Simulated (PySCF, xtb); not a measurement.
2-(1-methylpyrrol-2-yl)-1,3,4-oxadiazole (C7H7N3O), SMILES Cn1cccc1-c1nnco1.

GFN2-xTB run with xtb at its own geometry gives an orbital gap of 3.30 eV and a dipole moment of 2.45 D.

Geometry: r2SCAN-D4/def2-SVP. One conformer was computed; it need not be the lowest.

Problem. What does CAM-B3LYP/def2-SVP (PySCF) give? (Estimate from the structure and the level; the computed values follow.)

Solution. gap 7.52 eV (levels -7.34 and 0.18 eV), dipole 2.03 D.
